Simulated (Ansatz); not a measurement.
Harmonic frequencies (cm⁻¹) at PBE0-D4/def2-TZVP from Ansatz: 38, 42, 77, 142, 153, 440, 616, 723, 730, 823, 951, 960, 995, 1006, 2172, 2182, 2216, 3888.

Each molecule was computed in one conformer, which needn't be the lowest.

**Question.** Which molecule is it?
A. `C[O][Cd][F]`
B. `[F][Cd][O][SiH3]`
C. `[OH][Cd][O][SiH3]`
D. `C[O][Cd][Cl]`

**Answer.** C.
